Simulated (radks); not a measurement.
Results of a calculation; reference values are marked as such.
Valence configurations of neutral iodine (all share [Kr]). Code: a radial shooting solver on a logarithmic mesh with Libxc functionals. Model: scalar-relativistic Kohn-Sham, r2SCAN, spin-polarised, spherical densities, finite nucleus; open shells are filled with parallel spins first (spin-orbit coupling, left out, can overturn this in heavy ions); meta-GGA in the generalised Kohn-Sham scheme; Fermi nuclear charge, rms radius 4.75 fm. Order these by energy: 4d10 5s1 5p6; 4d10 5s1.5 5p5.5; 4d9.5 5s2 5p5.5; 4d10 5s2 5p5; 4d9 5s2 5p6.

Answer. From the lowest, in eV above it: 4d10 5s2 5p5 0.000; 4d10 5s1.5 5p5.5 5.286; 4d10 5s1 5p6 10.547; 4d9.5 5s2 5p5.5 22.735; 4d9 5s2 5p6 46.541. NIST lists [Kr] 4d10 5s2 5p5 as the ground configuration; this level of theory agrees among the configurations tried. The energies are those of spherical high-spin densities, not of single terms.
